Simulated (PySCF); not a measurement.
SMILES [CH]1CC[SiH2]1 (C3H7Si), doublet, PBE0/def2-SVP optimised geometry.

```
11

C     -0.46    -1.02     1.64
C      1.02    -0.91     1.41
C      1.06    -0.24     0.00
Si    -0.85    -0.24     0.00
H     -0.94    -1.44     2.53
H      1.54    -1.89     1.43
H      1.53    -0.30     2.19
H      1.54     0.74    -0.01
H      1.54    -0.86    -0.77
H     -1.54     1.09     0.00
H     -1.54    -1.09    -1.03
```

Density from PySCF 2.14.0 with unrestricted PBE0/def2-TZVP at that geometry.

Minimum of the electron density along straight lines between bonded atoms, close to the bond critical point (lines longer than 1.1 times the sum of covalent radii, or with two minima, are not listed):

| bond | length / Å | ρ at the minimum / e bohr⁻³ | ∇²ρ there / e bohr⁻⁵ | position (fraction from the first atom) |
|---|---|---|---|---|
| C1–C2 | 1.507 | 0.255 | (withheld) | 0.51 |
| C2–C3 | 1.560 | 0.229 | (withheld) | 0.50 |
| C1–Si4 | 1.855 | 0.118 | 0.25 | 0.61 |
| C3–Si4 | 1.908 | 0.114 | (withheld) | 0.61 |
| C1–H5 | 1.094 | 0.276 | -0.95 | 0.65 |
| C2–H6 | 1.108 | 0.267 | -0.89 | 0.64 |
| C2–H7 | 1.108 | 0.267 | -0.89 | 0.64 |
| C3–H8 | 1.100 | 0.270 | -0.90 | 0.64 |
| C3–H9 | 1.100 | 0.270 | -0.90 | 0.64 |
| Si4–H10 | 1.500 | 0.118 | 0.14 | 0.49 |
| Si4–H11 | 1.500 | 0.118 | 0.14 | 0.49 |

**Question.** Some entries are withheld; supply them.

**Answer.** 
- C1–C2, ∇²ρ there / e bohr⁻⁵: -0.63
- C2–C3, ∇²ρ there / e bohr⁻⁵: -0.52
- C3–Si4, ∇²ρ there / e bohr⁻⁵: 0.17
